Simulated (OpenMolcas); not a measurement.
# P I: effect of the basis set

```yaml
Program: OpenMolcas
Method: CASSCF
Active_space: 3 electrons in 3 orbitals (3p)
State_averaging: 2S+1 = 4 odd, 1 root; 2S+1 = 2 odd, 8 roots
Spin-orbit_coupling: state interaction with AMFI integrals over the reference wave functions, term energies averaged over their components
```

A. ANO-R1 [4s3p1d], X2C, finite nucleus; cost about 2.7 core-seconds
B. ANO-L-VTZP [5s4p2d1f], non-relativistic, point nucleus; cost of the order of 3 core-seconds
C. ANO-RCC-VTZP [5s4p2d1f], DKH2, point nucleus; cost about 1.8 core-seconds
D. ANO-R2 [5s4p3d1f], X2C, finite nucleus; cost about 5 core-seconds
E. ANO-RCC-VQZP [6s5p3d2f1g], DKH2, point nucleus; cost about 2 core-seconds
F. ANO-R3 [6s5p4d2f1g], X2C, finite nucleus; cost about 4 core-seconds

Energies in cm⁻¹ above 3s² 3p³ ⁴S°_3/2, the measured ground level; measured values from NIST Handbook of Basic Atomic Spectroscopic Data.

| Level | A | B | C | D | E | F | Measured |
| --- | --- | --- | --- | --- | --- | --- | --- |
| 3s² 3p³ ⁴S°_3/2 | 0.0 | 0.0 | 0.0 | 0.0 | 0.0 | 0.0 | 0.0 |
| 3s² 3p³ ²D°_3/2 | 15752 | 15392 | 15378 | 15467 | 15351 | 15356 | 11361 |
| 3s² 3p³ ²D°_5/2 | 15757 | 15398 | 15384 | 15474 | 15357 | 15362 | 11377 |
| 3s² 3p³ ²P°_1/2 | 26190 | 25459 | 25426 | 25656 | 25381 | 25405 | 18723 |
| 3s² 3p³ ²P°_3/2 | 26197 | 25467 | 25435 | 25664 | 25389 | 25413 | 18748 |

Deviations, from unrounded energies. A percentage is the sum of absolute deviations over the sum of measured energies, with the sign that they share, or ± where signs differ.

```
                        Against measurement  Levels      A      B      C      D      E      F
             mean absolute deviation (cm-1)       4   5900   5400   5400   5500   5300   5300
other terms of the ground configuration (%)       4  +39.3  +35.7  +35.6  +36.6  +35.3  +35.4
```

B, C, D, E, F lie about equally close to measurement and A furthest from it. The largest miss of E in the table is 3s² 3p³ ²P°_1/2, by +6700 cm-1. The ranking rests on the paired levels alone, and a cruder setting can come out closer through cancelling errors.

Among A to F the level of the table that moves most is 3s² 3p³ ²P°_1/2, by 810 cm-1 (lowest in E, highest in A).

Without dynamic correlation excited terms often stand tens of per cent too high (terms of higher spin than the ground term too low), and those without a measured partner can miss by more than the paired ones. With the s shell closed, the reference lacks s² → p² mixing. Measured partners are found by configuration, term and J. A level has none where our copy of the source lacks it or the pairing is in doubt (some pairs that miss far off the trend of their configuration count as doubtful), and it then counts in no deviation. Levels of configurations outside the active space are missing.

° marks odd parity.
